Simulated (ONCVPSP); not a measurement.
What one change does to a pseudopotential (palladium (Pd), ONCV)

```
Element                 : palladium (Pd)
Generator               : ONCVPSP 4.0.1
Type                    : optimised norm-conserving Vanderbilt (ONCV)
Functional              : PBE
Relativity              : scalar-relativistic
Frozen core             : [Ar] 3d10
Valence charge          : 18
Reference configuration : 4s2 4p6 4d8 (charge +2)
Partial waves           : 4s: rc 0.95 bohr, ncon 3, nbas 6, qcut 6 1/bohr, 3 projectors, debl 1.1 Ha; 4p: rc 1.40 bohr, ncon 4, nbas 8, qcut 12.3 1/bohr, 3 projectors, debl 2.8 Ha; 4d: rc 1.95 bohr, ncon 3, nbas 7, qcut 6.7 1/bohr, 3 projectors, debl 1.9 Ha
Local potential         : polynomial inside 0.70 bohr (lpopt 5, dvloc0 -1 Ha)
Core correction         : Teter function, fcfact 2, rcfact 1.05
```

In the s channel the program set the typed energies aside and used -4.060, 0.250, 1.350 Ha.

All-electron outer shells of the reference configuration (PBE, scalar-relativistic, ld1.x):

```json
{"shell": "4s", "level (eV)": "-110.48", "outermost node (bohr)": "0.45", "outermost maximum (bohr)": "0.85"}
{"shell": "4p", "level (eV)": "-76.10", "outermost node (bohr)": "0.46", "outermost maximum (bohr)": "0.91"}
{"shell": "4d", "level (eV)": "-27.33", "outermost node (bohr)": "0.45", "outermost maximum (bohr)": "1.07"}
```

Change: all radii but the core radius scaled by about 0.95 (s 0.90, p 1.34, d 1.86 bohr); local potential polynomial inside 0.66 bohr (lpopt 5, dvloc0 -1 Ha).

Cutoffs: the cutoffs (Ha) at which the residual kinetic energy of the hardest occupied pseudo-wave falls to 1 and 0.1 mHa per electron; they do not see the model core or the augmentation charge, which bear on the density cutoff. Errors are all-electron minus pseudo energies relative to the spin-unpolarised reference configuration.

**Question.** What does the change do?

**Answer.** A bound ghost appears in s, which as a rule spoils a file; the lowest positive-energy flag moves from s at 171.8 eV to s at 20.2 eV; of the 4 tests that both files solve, the error grows in 1 and shrinks in 3 by more than 15 % and 0.3 meV (median size 23.1 → 17.4 meV).

| quantity | base | changed |
| --- | --- | --- |
| bound ghosts | none | s |
| GHOST(+) flags under 300 eV | s at 171.8 eV | s at 20.2 eV |
| error for 4s2 4p6 4d10, meV [ΔE -29.93 eV] | +30 | +23 |
| error for 4s2 4p6 4d9, meV [ΔE -20.82 eV] | +16 | +13 |
| error for 4s2 4p6 4d7, meV [ΔE 34.36 eV] | +31 | +22 |
| error for 4s2 4p6 4d8 5s1, meV [ΔE -16.29 eV] | +1.0 | +1.5 |
| rms error of d²Exc/dni dnj with the model core, mHa | 1.96 | 1.95 |

 A true bound ghost makes a file unfit for plane-wave use even where its test errors are small: the radial tests pick states by their node count and pass the ghost by.
